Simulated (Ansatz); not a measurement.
Frontier orbitals of Cl3F2HOW (`[OH][W]([F])([F])([Cl])([Cl])[Cl]`).

Charge 0, multiplicity 1. Correlated methods include outer-core shells of W, which these sets cover unevenly. W: def2 effective core potential. All single points use the PBE0-D4/def2-TZVP geometry. It is one conformer, not always the lowest. Basis def2-TZVPP, Ansatz 0.2.0.

Orbital energies of one run (eV). Highest occupied ones, from the top: -7.50, -8.01, -8.23, -8.24, -8.44, -8.61, -9.13, -9.33, -9.73, -10.78, -10.80, -10.82, -11.17, -11.22. Empty: -5.13, -4.83, -4.30, -1.73, -0.50, 0.04.

**Question.** Which functional gave them?
A. B3LYP
B. BLYP
C. ωB97X-V
D. HSE06 (plane-wave form)

**Answer.** B. HOMO energies: BLYP -7.50, HSE06 -8.67, B3LYP -8.80, ωB97X-V -11.41 eV.

B3LYP here is the variant with VWN-RPA as its local correlation; programs differ in this.
